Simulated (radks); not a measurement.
Values are calculated unless marked as measured or tabulated.
All-electron atom: the mercury ion Hg52+ in [Ne] 3s2 3p4 3d10 4d2 (not the ground configuration).

Code: a radial shooting solver on a logarithmic mesh with Libxc functionals. Model: Dirac Kohn-Sham, PBE, spin-unpolarised, spherical densities, finite nucleus; open shells fill j = l - 1/2 first; Fermi nuclear charge, rms radius 5.4648 fm.

Energy parts (hartree):
total: -17369.6177
kinetic: 20286.6756
electron-nucleus: -40333.6726
Hartree: 2933.6537
exchange-correlation: -256.2743

Orbitals (lengths in bohr, moments of r in powers of bohr):
| orbital | occ. | eigenvalue (hartree) | <r^4> | small-component weight |
|---|---|---|---|---|
| 1s1/2 | 2 | -3164.473 | 3.991e-07 | 9.26e-02 |
| 2s1/2 | 2 | -650.4281 | 0.00005700 | 2.14e-02 |
| 2p1/2 | 2 | -629.5804 | 0.00003364 | 2.15e-02 |
| 2p3/2 | 4 | -557.3799 | 0.00005264 | 1.90e-02 |
| 3s1/2 | 2 | -231.0553 | 0.001860 | 7.54e-03 |
| 3p1/2 | 2 | -221.9357 | 0.001591 | 7.47e-03 |
| 3p3/2 | 2 | -204.9565 | 0.002156 | 6.81e-03 |
| 3d3/2 | 4 | -190.3304 | 0.001362 | 6.64e-03 |
| 3d5/2 | 6 | -186.6071 | 0.001491 | 6.47e-03 |
| 4s1/2 | 0 | -115.0287 | 0.02466 | 3.51e-03 |
| 4p1/2 | 0 | -111.0751 | 0.02382 | 3.45e-03 |
| 4p3/2 | 0 | -105.1077 | 0.02967 | 3.24e-03 |
| 4d3/2 | 2 | -99.03697 | 0.02613 | 3.10e-03 |
| 4d5/2 | 0 | -97.71024 | 0.02772 | 3.05e-03 |
| 4f5/2 | 0 | -91.32579 | 0.01814 | 2.78e-03 |
| 4f7/2 | 0 | -90.89834 | 0.01861 | 2.76e-03 |
| 5d3/2 | 0 | -61.19249 | 0.2055 | 1.85e-03 |
| 5d5/2 | 0 | -60.54962 | 0.2148 | 1.82e-03 |

The highest occupied level is 4d3/2 at -2694.9 eV. The configuration is held as typed, so some empty levels lie below it. Summed over all electrons, <r^2> = 0.8101 bohr^2, which gives a Langevin (diamagnetic) susceptibility term of -0.642 x 10^-6 cm^3/mol. The electron density at the nucleus is 2.309e+06 e/bohr^3.
